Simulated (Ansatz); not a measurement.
Gas-phase reaction in SMILES: CCS → [CH2]C + [SH] (HS) (the C-S bond at the site shown breaks; other sites are not compared here)
Structures are relaxed separately at B3LYP-D3(BJ)/def2-TZVP in Ansatz (a quantum-chemistry and plane-wave program), one conformer each, not searched for the lowest.

Wanted: bond dissociation energy (electronic energy difference), in kcal/mol. Cores are frozen in the correlated levels unless marked. UHF or UKS for open shells. No spin-orbit coupling. No relativistic terms. CBS(X,Y): correlation extrapolated as X^-3; Hartree-Fock from the larger set. [CCSD(T)-MP2]/basis is that difference in the basis named.

```json
[
 {"level": "HF/6-31G", "program": "Ansatz", "bond dissociation energy (kcal/mol)": "36.1"},
 {"level": "PBE0/def2-SVP", "program": "Ansatz", "bond dissociation energy (kcal/mol)": "75.1"}
]
```

**Question.** What does RI-MP2/CBS(aug-cc-pV(T+d)Z,aug-cc-pV(Q+d)Z)+[CCSD(T)-MP2]/aug-cc-pV(T+d)Z (Ansatz) give?

**Answer.** 78.9 kcal/mol, so PBE0/def2-SVP differs from it by -3.8 kcal/mol.
